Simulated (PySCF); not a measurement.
**Structure from NMR data**

Molecular formula: C5H15N2PSi. Simulated spectra:

1H NMR (500 MHz, computed): δ 8.52 (m, 1H), 8.42 (m, 1H), 1.00 (br s, 2H), 0.98 (s, 9H), 0.73 (m, 2H).

13C{1H} NMR (computed): δ 172.0 (CH2), 27.0 (CH3, 3C), 22.2 (C).

PySCF 2.14 calculation with σ from GIAO-PBE0/pcSseg-1 and coordinates at the GFN2-xTB level; no relativistic terms, no solvent model, one conformer, equivalent nuclei averaged.

Scale: 1H (31.72 ppm) and 13C (186.93 ppm) against TMS (reference shieldings calculated alike).

Q: Deduce the structure.

A: 
3 carbon signals for 5 carbons: some carbons are equivalent by symmetry or fast rotation. Carbon types of the structure: 1 × C, 1 × CH2, 3 × CH3, leaving 4 H on heteroatoms. δC 172.0: C=N carbon. δC 27.0: methyl carbon; aliphatic region, no heteroatom directly attached. δC 22.2: fully substituted sp3 carbon bonded to Si. δH 8.52, 8.42: hydrogen on a C=N carbon. δH 1.00: hydrogen on a nitrogen bonded to Si; exchangeable, gas-phase position. δH 0.98: hydrogen on a methyl carbon. δH 0.73: hydrogen on a phosphorus bonded to Si.

These data were computed for `C=N[Si@](N)(P)C(C)(C)C`.

The shifts were computed for this structure.

OH and NH positions are those of a molecule without intermolecular hydrogen bonds; in solution they move with solvent, concentration and temperature, and exchange usually removes their couplings. Splittings by 31P in the carbon and heteronuclear signals aren't shown, as no couplings were computed. Shifts are as computed. Against solution values, carbons near 30 ppm lie about +3 ppm off and those near 130 ppm about +5 ppm. Of 1309 compounds with measured shifts, 239 miss one by over three times the rms of a fit or turn the order of signals round; such compounds aren't used in these exercises. No couplings were computed; multiplicities are counted from neighbouring protons, with m where these are inequivalent, close in shift, in a saturated or five-membered ring or joined by F or P, and br s for small geminal =CH2 splittings.
